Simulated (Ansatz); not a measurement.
Reaction (ligand exchange at a Ge–N bond): `[NH2][GeH3]` + `N[SiH2]S` → `N[SiH2][S][GeH3]` + NH₃

Computed with Ansatz on PBE0-D4/def2-TZVP structures; ΔE is electronic, products minus reactants. CCSD(T)/CBS is the MP2 limit (def2-TZVPP, def2-QZVPP) plus CCSD(T) − MP2 in def2-TZVPP, frozen cores. This one scheme is used for every species. Functionals use def2-TZVPP. HSE06 is defined as in plane-wave codes. For Ge outer-core shells are correlated without core-valence functions, which leaves a few kJ/mol of doubt a bond. Scalar relativity is left out up to krypton. Each species was taken in one conformer, which may not be the lowest.

`[NH2][GeH3]`:

Z-matrix (Å, degrees):
```
Ge
N 1 1.843
H 1 1.536 2 106.9
H 1 1.548 2 114.5 3 -120.5
H 1 1.536 2 106.8 3 119.0
H 2 1.011 1 113.7 3 59.1
H 2 1.011 1 113.6 3 -176.9
```

`N[SiH2]S`:

```xyz
8

N    -0.731   -1.224   -0.114
Si    0.417   -0.003    0.201
S    -0.401    1.956   -0.142
H    -1.246   -1.645    0.640
H    -1.228   -1.279   -0.988
H     1.605   -0.104   -0.683
H     0.816   -0.187    1.619
H     0.769    2.486   -0.534
```

`N[SiH2][S][GeH3]`:

Cartesian coordinates in Å:
```
N 0.239 -1.840 1.780
Si -0.090 -0.923 0.376
S -0.195 1.187 0.760
Ge -0.057 1.853 -1.356
H 1.117 -1.733 2.262
H -0.507 -2.044 2.426
H 0.989 -1.143 -0.622
H -1.391 -1.390 -0.162
H -0.955 0.966 -2.235
H -0.546 3.306 -1.385
H 1.396 1.761 -1.844
```

NH₃:

```xyz
4

N    -0.223   -0.064    0.160
H     0.649   -0.278    0.628
H    -0.226   -0.578   -0.712
H    -0.200    0.920   -0.076
```

CCSD(T)/CBS gives -0.61 eV.

Problem. Another level gave -0.53 eV. Which?
A. HF/def2-TZVPP
B. r2SCAN/def2-TZVPP
C. CAM-B3LYP-D4/def2-TZVPP
D. HSE06-D4/def2-TZVPP

Solution. C. CAM-B3LYP-D4 -0.53, r2SCAN -0.60, HF/def2-TZVPP -0.48, HSE06-D4 -0.65 eV.

Largest T1 diagnostic among the species: 0.011.

In def2-TZVPP, CCSD(T) changes the Hartree–Fock value by −0.09 eV (the triples alone add −0.03 eV) and MP2 by −0.14 eV. At CCSD(T), def2-SVP lies +0.10 eV from the extrapolated value and def2-TZVPP +0.03 eV.
